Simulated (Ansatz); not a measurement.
One change: `[F][Ti]([F])([F])[SeH]` becomes `[CH3][Ti]([F])([F])[F]`.

Ansatz, PBE0-D4/def2-TZVP geometries, multiplicity 1. Each molecule was computed in one conformer, which needn't be the lowest.

Scalar relativity is left out up to krypton.

```
                                        property  `[F][Ti]([F])([F])[SeH]`
         HOMO–LUMO gap (ωB97M-V/def2-TZVPP) / eV                      9.08
size of the dipole moment (B3LYP/def2-TZVPP) / D                      0.92
             HOMO energy (B3LYP/def2-TZVPP) / eV                     -7.69
              HOMO energy (PBE0/def2-TZVPP) / eV                     -7.91
           HOMO energy (ωB97M-V/def2-TZVPP) / eV                     -9.99
             LUMO energy (B3LYP/def2-TZVPP) / eV                     -3.45
```

**Question.** Give the same properties after the change, and the shifts. (An estimate is asked.)

**Answer.** Computed: 
```json
{"property": "HOMO–LUMO gap (ωB97M-V/def2-TZVPP) / eV", "`[CH3][Ti]([F])([F])[F]`": "11.14", "shift": "2.06"}
{"property": "size of the dipole moment (B3LYP/def2-TZVPP) / D", "`[CH3][Ti]([F])([F])[F]`": "1.57", "shift": "0.65"}
{"property": "HOMO energy (B3LYP/def2-TZVPP) / eV", "`[CH3][Ti]([F])([F])[F]`": "-8.67", "shift": "-0.98"}
{"property": "HOMO energy (PBE0/def2-TZVPP) / eV", "`[CH3][Ti]([F])([F])[F]`": "-8.90", "shift": "-0.99"}
{"property": "HOMO energy (ωB97M-V/def2-TZVPP) / eV", "`[CH3][Ti]([F])([F])[F]`": "-11.23", "shift": "-1.24"}
{"property": "LUMO energy (B3LYP/def2-TZVPP) / eV", "`[CH3][Ti]([F])([F])[F]`": "-2.82", "shift": "0.63"}
```

With PBE0 the HOMO falls by 0.99 eV and the LUMO rises by 0.70 eV, so the gap widens by about 1.69 eV. PBE moves the HOMO by -0.64 eV and ωB97M-V by -1.24 eV. The zero-point energy changes by 70.7 kJ/mol with +6 modes. Dipoles are sizes alone; their direction can turn.

B3LYP here is the variant with VWN-RPA as its local correlation; programs differ in this.

Spin–orbit coupling is left out; it splits and shifts lone-pair levels of the heavy atoms by tenths of an eV.
